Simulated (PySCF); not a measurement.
C4H4BNO, SMILES N#CC1=CCB1O. Heavy atoms are numbered as in [N:1]#[C:2][C:3]1=[CH:4][CH2:5][B:6]1[OH:7]. Hydrogens are named by the atom that carries them.

The structure is a stationary point at PBE0-D3(BJ)/def2-SVP. The structure was generated by enumeration, and PubChem lists no compound with its InChIKey, so it may never have been made. The values are those of a single conformer.

Calculation: PBE0/pcSseg-1 in PySCF.

GIAO shieldings, no solvent; atoms alike by connectivity are averaged. δ = σ(ref) − σ: ¹⁵N against NH3 (σ = 267.4 ppm); ¹³C against TMS (σ = 186.3 ppm); ¹¹B against BF3 (σ = 88.8 ppm); ¹⁷O against H2O (σ = 334.2 ppm); ¹H against TMS (σ = 31.56 ppm), references at their B3LYP-D3(BJ)/def2-TZVP geometries, non-relativistic.

Computed chemical shifts:
```
nucleus     atoms  count  δ (ppm)
-------  --------  -----  -------
¹⁵N            N1      1    330.0
¹³C       C4 (CH)      1    189.8
¹³C            C3      1    133.6
¹³C            C2      1    119.4
¹³C      C5 (CH2)      1     27.5
¹¹B            B6      1     29.9
¹⁷O       O7 (OH)      1    167.6
¹H        H on C4      1     8.80
¹H        H on O7      1     5.58
¹H        H on C5      2     1.96
```
